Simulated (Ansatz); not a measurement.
Geometry optimisation, RKS PBE-D4/def2-SVP (Ansatz).

Input file:

```yaml
crystal:
  periodic: [false, false, false]
  atoms:
    - { symbol: Ti, position_ang: [0.0, 0.0, 0.0] }
    - { symbol: Cl, position_ang: [0.0, 0.0, 2.72] }
    - { symbol: O, position_ang: [1.8106, 0.0, -0.6394] }
    - { symbol: H, position_ang: [2.1269, -0.9521, -0.756] }
    - { symbol: Cl, position_ang: [-1.1163, 1.9339, -0.7892] }
    - { symbol: "N", position_ang: [-0.9703, -1.681, -0.686] }
    - { symbol: H, position_ang: [-1.5052, -2.2973, -0.0095] }
    - { symbol: H, position_ang: [-0.9349, -1.9302, -1.7156] }
    - { symbol: H, position_ang: [-1.898, 0.006, 0.6306] }
    - { symbol: H, position_ang: [-1.5955, 0.0051, 1.6317] }
basis:
  gaussian: { orbitals: def2-SVP }
hamiltonian:
  xc: pbe
  dispersion: d4
relax:
  f_tol: 0.15
  max_steps: 25
  restrain:
    - { distance: [0, 8], at: 1.7, k: 30.0 }
    - { distance: [9, 1], at: 1.37, k: 30.0 }
    - { distance: [0, 1], at: 3.57, k: 30.0 }
    - { distance: [9, 8], at: 1.86, k: 30.0 }
```

Launched with:

```bash
$ ansatz run input.yaml --threads 4 --pin off --max-ram 5120MiB --backend cpu --events-out ev --progress --plain --runs-dir out
```

Question: Where does it end, and by what steps?

Answer: The run converged. The restraints hold the end off the free minimum; the threshold counts their pulls, which the force column leaves out. Restrained pairs: Ti1–H9 (2.00 → 1.71 Å), Cl2–H10 (1.93 → 1.35 Å), Ti1–Cl2 (2.72 → 3.57 Å), H9–H10 (1.05 → 1.85 Å). After 20 steps the energy has fallen by 1.201 eV (the restraints' own energy left out); H4 moved furthest, 1.83 Å.

```tsv
step	energy less start (eV)	largest force component (eV/Å)	accepted
0	0.0000	2.936	yes
1	0.7529	2.382	yes
2	1.0069	1.895	yes
3	0.7975	1.644	yes
4	0.2404	1.272	yes
5	-0.1817	0.969	yes
6	-0.4585	0.976	yes
7	-0.6074	0.902	yes
8	-0.6584	0.828	yes
9	-0.6788	0.709	yes
10	-0.6775	0.938	yes
11	-0.7190	0.870	yes
12	-0.7600	0.941	yes
13	-0.8330	0.872	yes
14	-0.9293	0.733	yes
15	-1.0210	0.563	yes
16	-1.1125	0.472	yes
17	-1.1688	0.419	yes
18	-1.1944	0.398	yes
19	-1.1878	0.521	no
20	-1.2013	0.421	yes
```

```xyz
10
Properties=species:S:1:pos:R:3
Ti -0.456 0.201 -0.662
Cl 0.148 -1.326 2.509
O 1.182 0.364 -0.012
H 1.530 -0.130 0.763
Cl -0.984 1.465 -2.397
N -1.013 -1.559 -0.814
H -0.673 -2.313 -0.204
H -1.739 -1.915 -1.452
H -1.405 0.688 0.673
H -0.672 -0.390 1.984
```

Time of the run: 38 s on 4 threads of Arm Neoverse V1, on a shared host, peak memory 0.2 GiB.
